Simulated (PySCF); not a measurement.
Ionisation energy along the 23-electron series

Calculated with PySCF 2.14 and a two-component X2C-1e Hamiltonian (Gaussian nucleus, no Breit or QED terms), each ion in its own even-tempered basis scaled to its charge; GMP2 freezes [Ne] and drops the highest virtual spinors. Values in eV. NIST values: (m) measured, (s) semi-empirical, (t) theoretical.

| ion | configuration | GHF (spin-free) | GMP2 (spin-free) | GHF (screened spin-orbit) | GMP2 (screened spin-orbit) | NIST |
| --- | --- | --- | --- | --- | --- | --- |
| Ce³⁵⁺ | [Ar] 3d5 | 2401.4 | 2401.4 | 2380.7 | 2379.9 | 2378 ± 5 (t) |
| Pr³⁶⁺ | [Ar] 3d5 | 2525.5 | 2525.5 | 2503.1 | 2502.4 | 2501 ± 5 (t) |
| Nd³⁷⁺ | [Ar] 3d5 | 2652.8 | 2652.8 | 2628.6 | 2627.9 | 2627 ± 4 (t) |

Between Z = 58 and Z = 60 the GMP2 (screened spin-orbit) value grows as Z to the power 2.92.
